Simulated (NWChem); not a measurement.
Si$_{2}$NH$_{5}$ClF; SMILES N[Si@H]([SiH2]Cl)F

```xyz
10

N      1.6750    -1.2446    -0.2585
Si    -0.0206    -1.3891    -0.0602
F     -0.4976    -2.3199     1.1854
Si    -0.8386     0.7812     0.2944
Cl     0.5247     1.8120     1.5164
H      2.2195    -0.6562     0.3616
H      2.2315    -2.0002    -0.6405
H     -0.5710    -2.0275    -1.2833
H     -0.9347     1.5356    -0.9831
H     -2.1602     0.8258     0.9716
```
Atoms are numbered in this order, from 1.

Program: NWChem. Geometry: optimised at B3LYP/6-31G* (spherical d). GIAO values for the isolated, static molecule; σ is the absolute isotropic shielding, δ = σ(reference) − σ with the isolated reference molecule computed at the same levels (1H: tetramethylsilane, 15N: ammonia, 29Si: tetramethylsilane).

For level PBE/pcSseg-1:

| Property | Value |
|---|---|
| δ N1 (ppm) | 50.2 |
| δ Si2 (ppm) | -18.9 |
| δ Si4 (ppm) | -24.2 |
| δ H6 (ppm) | 2.21 |
| δ H8 (ppm) | 5.29 |
| δ H9 (ppm) | 5.23 |

Task: Estimate the same quantities for level LDA (Slater exchange, VWN5)/pcSseg-1.

Result: 
- δ N1 (ppm): 57.9
- δ Si2 (ppm): -13.1
- δ Si4 (ppm): -20.8
- δ H6 (ppm): 2.38
- δ H8 (ppm): 5.56
- δ H9 (ppm): 5.49
